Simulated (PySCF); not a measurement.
Coordinates in bohr (charge 0 multiplicity 1):
```
Be    0.0000    0.0000    0.0000
F     2.6102    0.0000    0.0000
F    -2.6102    0.0000    0.0000
```

These are results of B3LYP/[Be def2-TZVP, F def2-TZVP], no relativity, density fitting, PySCF, not measurements.

This geometry of BeF₂ is a stationary point at this level.

**Question.** What is the point group?

**Answer.** D∞h.

**Question.** Is it a minimum?

**Answer.** Yes: all harmonic wavenumbers are real.

**Question.** Give the atomic charges and bond orders.

**Answer.** 
| atom | Mulliken | Löwdin | polar tensor | Mayer order to Be1 |
| --- | --- | --- | --- | --- |
| Be1 | 0.58 | 0.22 | 1.28 | – |
| F2,3 | -0.29 | -0.11 | -0.64 | 1.16 |

**Question.** What is the atomisation energy, with and without zero-point energy?

**Answer.** 1264 kJ/mol without, 1247 kJ/mol with.
